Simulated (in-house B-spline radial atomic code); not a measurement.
Whole-atom quantities along the 3-electron series, configuration [He] 2s1. Breit and QED terms are first order and not part of the total energy; the density at the nucleus is averaged over the nuclear charge. Computed with a B-spline radial code for spherical atoms: Dirac-Hartree-Fock, average of the configuration, finite nuclei.

```json
{"ion": "Cs52+", "Z": "55", "E/Z² (Eh)": "-1.1559", "Σ<r²> (bohr²)": "0.014817", "n(0)/Z³ (bohr⁻³)": "1.5766", "Lamb diamagnetic shielding (ppm)": "2381.33", "repulsion over attraction": "0.0080525", "Breit energy (eV)": "68.37", "self-energy (eV)": "114.97", "vacuum polarisation (eV)": "-16.278", "Dirac less non-relativistic energy (Eh)": "-149.37"}
{"ion": "Ba53+", "Z": "56", "E/Z² (Eh)": "-1.1582", "Σ<r²> (bohr²)": "0.014219", "n(0)/Z³ (bohr⁻³)": "1.6226", "Lamb diamagnetic shielding (ppm)": "2433.7", "repulsion over attraction": "0.0079022", "Breit energy (eV)": "72.349", "self-energy (eV)": "122.39", "vacuum polarisation (eV)": "-17.596", "Dirac less non-relativistic energy (Eh)": "-161.13"}
{"ion": "La54+", "Z": "57", "E/Z² (Eh)": "-1.1606", "Σ<r²> (bohr²)": "0.013653", "n(0)/Z³ (bohr⁻³)": "1.6716", "Lamb diamagnetic shielding (ppm)": "2486.65", "repulsion over attraction": "0.007757", "Breit energy (eV)": "76.49", "self-energy (eV)": "130.17", "vacuum polarisation (eV)": "-19.001", "Dirac less non-relativistic energy (Eh)": "-173.62"}
{"ion": "Ce55+", "Z": "58", "E/Z² (Eh)": "-1.163", "Σ<r²> (bohr²)": "0.013117", "n(0)/Z³ (bohr⁻³)": "1.7226", "Lamb diamagnetic shielding (ppm)": "2540.19", "repulsion over attraction": "0.0076166", "Breit energy (eV)": "80.797", "self-energy (eV)": "138.3", "vacuum polarisation (eV)": "-20.499", "Dirac less non-relativistic energy (Eh)": "-186.85"}
{"ion": "Pr56+", "Z": "59", "E/Z² (Eh)": "?", "Σ<r²> (bohr²)": "?", "n(0)/Z³ (bohr⁻³)": "?", "Lamb diamagnetic shielding (ppm)": "?", "repulsion over attraction": "?", "Breit energy (eV)": "?", "self-energy (eV)": "?", "vacuum polarisation (eV)": "?", "Dirac less non-relativistic energy (Eh)": "?"}
{"ion": "Nd57+", "Z": "60", "E/Z² (Eh)": "-1.168", "Σ<r²> (bohr²)": "0.012125", "n(0)/Z³ (bohr⁻³)": "1.8323", "Lamb diamagnetic shielding (ppm)": "2649.13", "repulsion over attraction": "0.0073492", "Breit energy (eV)": "89.923", "self-energy (eV)": "155.73", "vacuum polarisation (eV)": "-23.79", "Dirac less non-relativistic energy (Eh)": "-215.7"}
{"ion": "Pm58+", "Z": "61", "E/Z² (Eh)": "?", "Σ<r²> (bohr²)": "?", "n(0)/Z³ (bohr⁻³)": "?", "Lamb diamagnetic shielding (ppm)": "?", "repulsion over attraction": "?", "Breit energy (eV)": "?", "self-energy (eV)": "?", "vacuum polarisation (eV)": "?", "Dirac less non-relativistic energy (Eh)": "?"}
{"ion": "Sm59+", "Z": "62", "E/Z² (Eh)": "-1.1731", "Σ<r²> (bohr²)": "0.011229", "n(0)/Z³ (bohr⁻³)": "1.94", "Lamb diamagnetic shielding (ppm)": "2760.65", "repulsion over attraction": "0.0070983", "Breit energy (eV)": "99.762", "self-energy (eV)": "174.77", "vacuum polarisation (eV)": "-27.508", "Dirac less non-relativistic energy (Eh)": "-247.94"}
{"ion": "Eu60+", "Z": "63", "E/Z² (Eh)": "-1.1757", "Σ<r²> (bohr²)": "0.010813", "n(0)/Z³ (bohr⁻³)": "2.0024", "Lamb diamagnetic shielding (ppm)": "2817.47", "repulsion over attraction": "0.0069785", "Breit energy (eV)": "104.96", "self-energy (eV)": "184.93", "vacuum polarisation (eV)": "-29.547", "Dirac less non-relativistic energy (Eh)": "-265.45"}
{"ion": "Gd61+", "Z": "64", "E/Z² (Eh)": "-1.1784", "Σ<r²> (bohr²)": "0.010417", "n(0)/Z³ (bohr⁻³)": "2.066", "Lamb diamagnetic shielding (ppm)": "2875.02", "repulsion over attraction": "0.0068622", "Breit energy (eV)": "110.35", "self-energy (eV)": "195.55", "vacuum polarisation (eV)": "-31.712", "Dirac less non-relativistic energy (Eh)": "-283.92"}
{"ion": "Tb62+", "Z": "65", "E/Z² (Eh)": "-1.1812", "Σ<r²> (bohr²)": "0.010039", "n(0)/Z³ (bohr⁻³)": "2.1481", "Lamb diamagnetic shielding (ppm)": "2933.38", "repulsion over attraction": "0.0067492", "Breit energy (eV)": "115.95", "self-energy (eV)": "206.62", "vacuum polarisation (eV)": "-34.021", "Dirac less non-relativistic energy (Eh)": "-303.44"}
{"ion": "Dy63+", "Z": "66", "E/Z² (Eh)": "-1.184", "Σ<r²> (bohr²)": "0.0096791", "n(0)/Z³ (bohr⁻³)": "2.2048", "Lamb diamagnetic shielding (ppm)": "2992.41", "repulsion over attraction": "0.0066396", "Breit energy (eV)": "121.74", "self-energy (eV)": "218.18", "vacuum polarisation (eV)": "-36.454", "Dirac less non-relativistic energy (Eh)": "-323.94"}
{"ion": "Ho64+", "Z": "67", "E/Z² (Eh)": "-1.1868", "Σ<r²> (bohr²)": "0.009335", "n(0)/Z³ (bohr⁻³)": "2.2854", "Lamb diamagnetic shielding (ppm)": "3052.34", "repulsion over attraction": "0.0065329", "Breit energy (eV)": "127.74", "self-energy (eV)": "230.24", "vacuum polarisation (eV)": "-39.05", "Dirac less non-relativistic energy (Eh)": "-345.6"}
{"ion": "Er65+", "Z": "68", "E/Z² (Eh)": "?", "Σ<r²> (bohr²)": "?", "n(0)/Z³ (bohr⁻³)": "?", "Lamb diamagnetic shielding (ppm)": "?", "repulsion over attraction": "?", "Breit energy (eV)": "?", "self-energy (eV)": "?", "vacuum polarisation (eV)": "?", "Dirac less non-relativistic energy (Eh)": "?"}
{"ion": "Tm66+", "Z": "69", "E/Z² (Eh)": "-1.1927", "Σ<r²> (bohr²)": "0.0086918", "n(0)/Z³ (bohr⁻³)": "2.451", "Lamb diamagnetic shielding (ppm)": "3174.74", "repulsion over attraction": "0.0063283", "Breit energy (eV)": "140.39", "self-energy (eV)": "255.94", "vacuum polarisation (eV)": "-44.725", "Dirac less non-relativistic energy (Eh)": "-392.38"}
{"ion": "Yb67+", "Z": "70", "E/Z² (Eh)": "-1.1957", "Σ<r²> (bohr²)": "0.008391", "n(0)/Z³ (bohr⁻³)": "2.5291", "Lamb diamagnetic shielding (ppm)": "3237.24", "repulsion over attraction": "0.0062301", "Breit energy (eV)": "147.04", "self-energy (eV)": "269.61", "vacuum polarisation (eV)": "-47.814", "Dirac less non-relativistic energy (Eh)": "-417.58"}
{"ion": "Lu68+", "Z": "71", "E/Z² (Eh)": "-1.1988", "Σ<r²> (bohr²)": "0.008103", "n(0)/Z³ (bohr⁻³)": "2.6145", "Lamb diamagnetic shielding (ppm)": "3300.7", "repulsion over attraction": "0.0061344", "Breit energy (eV)": "153.93", "self-energy (eV)": "283.86", "vacuum polarisation (eV)": "-51.092", "Dirac less non-relativistic energy (Eh)": "-444.09"}
```

**Question.** Fill in the row of Pr56+.

**Answer.** E/Z² (Eh): -1.1655; Σ<r²> (bohr²): 0.012608; n(0)/Z³ (bohr⁻³): 1.7764; Lamb diamagnetic shielding (ppm): 2594.35; repulsion over attraction: 0.0074807; Breit energy (eV): 85.273; self-energy (eV): 146.82; vacuum polarisation (eV): -22.093; Dirac less non-relativistic energy (Eh): -200.87.

**Question.** Fill in the row of Pm58+.

**Answer.** E/Z² (Eh): -1.1705; Σ<r²> (bohr²): 0.011666; n(0)/Z³ (bohr⁻³): 1.8882; Lamb diamagnetic shielding (ppm): 2704.56; repulsion over attraction: 0.0072218; Breit energy (eV): 94.752; self-energy (eV): 165.04; vacuum polarisation (eV): -25.594; Dirac less non-relativistic energy (Eh): -231.39.

**Question.** Fill in the row of Er65+.

**Answer.** E/Z² (Eh): -1.1897; Σ<r²> (bohr²): 0.0090062; n(0)/Z³ (bohr⁻³): 2.3613; Lamb diamagnetic shielding (ppm): 3113.08; repulsion over attraction: 0.0064292; Breit energy (eV): 133.95; self-energy (eV): 242.82; vacuum polarisation (eV): -41.8; Dirac less non-relativistic energy (Eh): -368.38.

**Question.** With what power of Z does the column «Breit energy (eV)» change over this range?

**Answer.** A fit of the logarithm of its size against log Z from Z = 55 to 71 has slope 3.18.
